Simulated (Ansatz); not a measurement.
`C[N](C)[InH2]` and `CN(C)C` differ in one atom or group.

Ansatz, PBE0-D4/def2-TZVP geometries, multiplicity 1. 

Elements past krypton have def2 core potentials.

| property | `C[N](C)[InH2]` |
| --- | --- |
| HOMO energy (PBE0/def2-TZVPP) / eV | -5.94 |
| HOMO–LUMO gap (B3LYP/def2-TZVPP) / eV | 4.32 |
| HOMO energy (B3LYP/def2-TZVPP) / eV | -5.79 |
| HOMO–LUMO gap (PBE0/def2-TZVPP) / eV | 4.74 |
| LUMO energy (PBE0/def2-TZVPP) / eV | -1.21 |
| LUMO energy (B3LYP/def2-TZVPP) / eV | -1.46 |

What does the change do to each property? (An estimate is asked.)

Ansatz gave: 
```json
{"property": "HOMO energy (PBE0/def2-TZVPP) / eV", "`CN(C)C`": "-6.15", "shift": "-0.21"}
{"property": "HOMO–LUMO gap (B3LYP/def2-TZVPP) / eV", "`CN(C)C`": "6.81", "shift": "2.49"}
{"property": "HOMO energy (B3LYP/def2-TZVPP) / eV", "`CN(C)C`": "-5.95", "shift": "-0.16"}
{"property": "HOMO–LUMO gap (PBE0/def2-TZVPP) / eV", "`CN(C)C`": "7.35", "shift": "2.61"}
{"property": "LUMO energy (PBE0/def2-TZVPP) / eV", "`CN(C)C`": "1.20", "shift": "2.41"}
{"property": "LUMO energy (B3LYP/def2-TZVPP) / eV", "`CN(C)C`": "0.86", "shift": "2.32"}
```

With PBE0 the HOMO falls by 0.21 eV and the LUMO rises by 2.41 eV, so the gap widens by about 2.62 eV. PBE moves the HOMO by 0.04 eV and ωB97M-V by -0.29 eV. The zero-point energy changes by 70.8 kJ/mol with +3 modes.

B3LYP here is the variant with VWN-RPA as its local correlation; programs differ in this.
